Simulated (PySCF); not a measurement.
Match the calculated data to a structure.

All candidates are C6H9NO.

| technique | computed result |
| --- | --- |
| Polarisability | 84.3 au [PBE0/def2-SVPD] |
| NMR, other nuclei | isotropic shieldings of nuclei other than C and H, by class: 133 (1 N), -83 (1 O) ppm [GIAO PBE0/pcSseg-1] |
| Triplet | lowest triplet excitation (Tamm–Dancoff): 5.30 eV [TDA PBE0/def2-SVPD] |
| Dipole | 4.07 D [PBE0/def2-SVPD] |
| 13C NMR | chemical shifts (computed TMS as zero) by class: 168.0 (1 C), 85.8 (1 C), 83.3 (1 C), 30.4 (1 C), 24.4 (1 C), 4.6 (1 C) ppm [GIAO PBE0/pcSseg-1] |
| Rotational structure | rotational constants A, B, C: 5.060, 0.815, 0.771 GHz [GFN2-xTB] |

Gas-phase values; electronic properties from PySCF, density fitting. Levels stand in brackets. Isolated species at its GFN2-xTB geometry (one conformer only). NMR values are class means; diastereotopic atoms form classes of their own.

Question: Which candidate is it?
A. `CC#CCNC(C)=O`
B. `CCOC/C=C\C#N`
C. `C#CCC(=O)NCC`
D. `C=C(C)C(=C)C(N)=O`

Answer: A. It is `CC#CCNC(C)=O`. Numbering: `[CH3:1][C:2]#[C:3][CH2:4][NH:5][C:6]([CH3:7])=[O:8]`. Its formula, C6H9NO, gives 3 degrees of unsaturation: 0 rings and 3 π bonds in the structure found. 6 carbons fall into 6 classes; from least to most shielded: amide carbonyl carbon [C6] (168.0 ppm), alkyne carbon [C2] (85.8 ppm), alkyne carbon [C3] (83.3 ppm), sp3 carbon bound to nitrogen [C4] (30.4 ppm), methyl carbon next to a carbonyl [C7] (24.4 ppm), propargylic carbon [C1] (4.6 ppm). The other shieldings belong to: 133 ppm, amide nitrogen [N5]; -83 ppm, amide oxygen [O8]. The optimised geometry has point group C1 and is an asymmetric top.

The others, at the same levels:
- `C#CCC(=O)NCC` fails: its computed 13C shifts are 165.9 (1 C), 85.5 (1 C), 79.9 (1 C), 36.0 (1 C), 29.3 (1 C), 18.5 (1 C) ppm, static isotropic polarisability is 81.1 au (against 84.3 au) and rotational constant A is 2.823 GHz (against 5.060 GHz).
- `C=C(C)C(=C)C(N)=O` fails: its computed lowest triplet excitation (Tamm–Dancoff) is 3.29 eV (against 5.30 eV), rotational constant A is 3.292 GHz (against 5.060 GHz) and smallest rotational constant is 1.250 GHz (against 0.771 GHz).
- `CCOC/C=C\C#N` fails: its computed 13C shifts are 167.8 (1 C), 120.0 (1 C), 107.7 (1 C), 74.8 (1 C), 70.3 (1 C), 18.0 (1 C) ppm, lowest triplet excitation (Tamm–Dancoff) is 3.67 eV (against 5.30 eV) and static isotropic polarisability is 82.2 au (against 84.3 au).

Each candidate is one conformer, not necessarily the lowest. Dipoles, sizes and rotational constants follow the conformer. The torsions of the flexible species, by atom-mapped SMILES:
- `[CH3:1][C:2]#[C:3][CH2:4][NH:5][C:6]([CH3:7])=[O:8]`: C3–C4–N5–C6 -121°, C4–N5–C6–C7 177°
- `[CH:1]#[C:2][CH2:3][C:4](=[O:5])[NH:6][CH2:7][CH3:8]`: C2–C3–C4–O5 -149°, C3–C4–N6–C7 -176°, C4–N6–C7–C8 112°
- `[CH2:1]=[C:2]([CH3:3])[C:4](=[CH2:5])[C:6]([NH2:7])=[O:8]`: C1–C2–C4–C5 -145°, C2–C4–C6–N7 35°, H–N7–C6–C4 179°, H–N7–C6–C4 -5°
- `[CH3:1][CH2:2][O:3][CH2:4]/[CH:5]=[CH:6]\[C:7]#[N:8]`: C1–C2–O3–C4 -177°, C2–O3–C4–C5 -71°, O3–C4–C5–C6 139°
